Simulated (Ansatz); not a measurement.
Two isomers of C2H7GaSi: A = `C1[CH2][GaH][SiH2]1`, B = `[CH2]1[SiH2][CH2][GaH]1`.

Isolated molecules relaxed with PBE0-D4/def2-TZVP in Ansatz; ΔE leaves out vibrations. CCSD(T)/CBS is the MP2 limit (def2-TZVPP, def2-QZVPP) plus CCSD(T) − MP2 in def2-TZVPP, frozen cores. DFT in def2-TZVPP. For Ga outer-core shells are correlated without core-valence functions, which leaves a few kJ/mol of doubt a bond. Scalar relativity is left out up to krypton.

A:

Z-matrix (Å, degrees):
```
C
Si 1 1.912
C 1 1.548 2 102.6
H 1 1.095 2 107.6 3 -116.1
H 1 1.094 2 115.6 3 124.6
Ga 2 2.407 1 76.5 3 21.9
H 2 1.495 1 110.5 3 -86.7
H 2 1.492 1 116.8 3 150.5
H 3 1.092 1 114.5 2 -153.8
H 3 1.097 1 110.5 2 85.5
H 6 1.569 2 149.4 1 156.6
```

B:

Z-matrix (Å, degrees):
```
Si
C 1 1.886
Ga 1 2.654 2 48.8
C 1 1.886 2 95.1 3 17.0
H 1 1.492 2 110.3 3 -96.8
H 1 1.492 2 116.3 3 139.7
H 2 1.089 1 120.2 3 124.3
H 2 1.097 1 111.1 3 -108.3
H 3 1.564 1 165.7 2 -101.2
H 4 1.089 1 120.2 2 -141.4
H 4 1.097 1 111.1 2 91.2
```

Q: Which is lower in electronic energy at CCSD(T)/CBS, and by how much? (An estimate is asked.)

A: The calculation gave: B, by 14.0 kcal/mol.

Q: Give E(B) − E(A) in kcal/mol with CCSD/def2-TZVPP, PBE0-D4, CCSD(T)/def2-TZVPP, B2PLYP, HF/def2-TZVPP, ωB97M-V, r2SCAN-D4. (An estimate is asked.)

A: Ansatz gave: CCSD/def2-TZVPP -13.5, PBE0-D4 -11.4, CCSD(T)/def2-TZVPP -13.5, B2PLYP -13.1, HF/def2-TZVPP -13.7, ωB97M-V -13.6, r2SCAN-D4 -13.2. None reverses the order clearly.

Largest T1 diagnostic: 0.013.

From PBE to PBE0 (25 % exact exchange), in def2-TZVPP and without D4, E(B) − E(A) moves by −1.2 kcal/mol.
